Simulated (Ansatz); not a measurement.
Input for Ansatz (a first-principles code): U-CAM-B3LYP/def2-TZVPPD on O (SMILES [O]). The basis file is the Basis Set Exchange's JSON of that set.

Ansatz 0.2 input:
```yaml
crystal:
  periodic: [false, false, false]
  atoms:
    - {symbol: O, position_ang: [0.00000000, 0.00000000, 0.00000000]}
basis:
  gaussian:
    orbitals: def2-TZVPPD.json
hamiltonian:
  xc: {name: CAM-B3LYP}
magnetization: {spin_polarized: true, initial_magnetization: 2}
```

Output:

```
WARN ansatz: RAYON_NUM_THREADS=1 ignored (pool sized by the plan → 1); use --threads N
Functional definition: CAM-B3LYP
integrals: 0.00 GiB planned
184 factors; their error is unknown
integrals: 0.03 GiB planned
52 factors; integrals over basis functions are off by at most 1.8e-4 eV
mean field: 0.08 GiB planned
mean field evaluation 1: about -2042.7326 eV, gradient 7.1e0 eV
mean field evaluation 2: about -2042.8329 eV, gradient 2.9e0 eV
mean field evaluation 4: about -2042.8602 eV, gradient 6.5e-2 eV
mean field evaluation 8: about -2042.8666 eV, gradient 3.0e-4 eV
mean field -2042.86664901 eV, -75.0739646464 hartree, gradient 2.5e-5 eV, S^2 2.003901; 0 other end points of the search recorded, 0 dependent functions left out
reference -2042.86673125 eV, -75.0739676685 hartree; 5, 3 occupied and 35, 37 virtual orbitals, 184 factors
Total energy: -2042.86673125 eV, -75.0739676685 hartree
```

The calculation finished and met its thresholds.

Cost: very roughly 0.3 core-seconds.
